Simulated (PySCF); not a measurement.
C₆H₉NS.
Geometry (GFN2-xTB, Å), atoms numbered from 1 in this order:
```xyz
17
C6H9NS angstrom
C     -1.945   -0.356    0.789
C     -0.982   -0.072   -0.352
S     -1.668    1.212   -1.483
C      0.374    0.361    0.137
C      1.583    0.207   -0.722
C      1.406   -0.698    0.473
C      2.218   -0.494    1.618
N      2.860   -0.311    2.548
H     -2.073    0.528    1.412
H     -1.559   -1.161    1.412
H     -2.916   -0.650    0.400
H     -0.889   -0.949   -0.998
H     -1.725    2.181   -0.572
H      0.346    1.223    0.796
H      2.351    0.964   -0.675
H      1.464   -0.239   -1.698
H      1.149   -1.736    0.293
```

Jobs on this species (17 atoms, 68 electrons) with PySCF (density fitting). Hardware of each: one thread of an Arm Neoverse N1, on a shared host. Other jobs ran on the host; a repeat could differ by tens of per cent or more. Peak memory is the resident size of the whole Python process, interpreter and libraries included.

```json
{"level and settings": "PBE0/pcSseg-1", "work": "shieldings, ring-centre shieldings, charges and field gradients, density and orbital grids written", "basis functions": "188", "SCF cycles": "?", "wall time": "?", "peak memory": "?"}
{"level and settings": "PBE0/def2-SVPD", "work": "6 singlets by full TDDFT, 2 Tamm–Dancoff triplets, polarisability, density and orbital grids written", "basis functions": "239", "SCF cycles": "?", "wall time": "?", "peak memory": "?"}
{"level and settings": "BP86/pcseg-1", "work": "6 singlets by full TDDFT, 2 Tamm–Dancoff triplets, polarisability", "basis functions": "161", "SCF cycles": "?", "wall time": "?", "peak memory": "?"}
{"level and settings": "PBE0/pcSseg-0, IEF-PCM tetrahydrofuran", "work": "1 singlet by full TDDFT, 5 Tamm–Dancoff triplets, polarisability", "basis functions": "94", "SCF cycles": "13", "wall time": "24 s", "peak memory": "0.64 GiB"}
{"level and settings": "revPBE/6-31G", "work": "spin–spin couplings from 16 perturbed nuclei, spin–dipole term for 1 of them", "basis functions": "94", "SCF cycles": "15", "wall time": "34 s", "peak memory": "0.57 GiB"}
{"level and settings": "mPW1PW91/pcseg-1", "work": "spin–spin couplings from 16 perturbed nuclei, spin–dipole term for 1 of them", "basis functions": "161", "SCF cycles": "14", "wall time": "68 s", "peak memory": "0.84 GiB"}
```

Q: Fill in the missing figures.

A: 
- PBE0/pcSseg-1; shieldings, ring-centre shieldings, charges and field gradients, density and orbital grids written: 66 s, 0.84 GiB, 14 SCF cycles
- PBE0/def2-SVPD; 6 singlets by full TDDFT, 2 Tamm–Dancoff triplets, polarisability, density and orbital grids written: 1.7 min, 0.94 GiB, 14 SCF cycles
- BP86/pcseg-1; 6 singlets by full TDDFT, 2 Tamm–Dancoff triplets, polarisability: 54 s, 0.56 GiB, 15 SCF cycles

Q: What do all jobs in the table cost together?

A: About 5.8 min; the longest takes about 29 % of that, and about 4.2 times as long as the shortest.
